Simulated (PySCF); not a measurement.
**Exact mass, isotope pattern and composition**

Species: `C#C[C@H]([SiH3])[SiH2]N([SiH3])[SiH3]`.

Calculated from tabulated atomic weights, isotope masses and abundances; no fragmentation.

Question: What are the average molar mass and the monoisotopic mass?

Answer: For C3H13NSi4, with standard atomic weights, 3 × 12.011 + 4 × 28.085 + 1 × 14.007 + 13 × 1.008 = 175.484 g/mol. From the most abundant isotopes (12C, 28Si, 14N, 1H), 3 × 12.000000 + 4 × 27.976927 + 1 × 14.003074 + 13 × 1.007825 = 175.0125 u.

Question: Work out the cluster of the molecular ion M+•, one line a nominal mass.

Answer: 
| nominal mass | m/z (centroid) | relative intensity |
| --- | --- | --- |
| 175 | 175.0120 | 100.0 |
| 176 | 176.0120 | 24.1 |
| 177 | 177.0093 | 15.8 |
| 178 | 178.0092 | 2.7 |
| 179 | 179.0065 | 0.9 |
| 180 | 180.0064 | 0.1 |

Cut off at 0.1 %. One electron mass, 0.00055 u, is taken off. Abundances used (%; other tables differ somewhat): 12C 98.93, 13C 1.07; 28Si 92.2297, 29Si 4.6832, 30Si 3.0872; 14N 99.632, 15N 0.368; 1H 99.9885, 2H 0.0115.

Question: Double-bond equivalents and nitrogen rule?

Answer: (2 × 7 + 2 + 1 − 13)/2 = 2; the structure has 0 rings and 2 π bonds. The nominal mass 175 is odd, with 1 nitrogen, as the rule says.

Question: Count the protons, neutrons and electrons of the monoisotopic species, and give its exact less its nominal mass.

Answer: 94 protons, 81 neutrons and 94 electrons; 175.0125 − 175 = +0.0125 u.

Question: What resolving power m/Δm just matches the spacing of the species with one 29Si and with one 13C?

Answer: They lie 0.00379 u apart at mass 176.01, so m/Δm is about 46000.

Question: Which m/z would the protonated, sodiated and deprotonated molecule have?

Answer: [M+H]+ 176.0198, [M+Na]+ 198.0017, [M−H]− 174.0052, for the monoisotopic species (arithmetic only; whether such ions form is another matter).
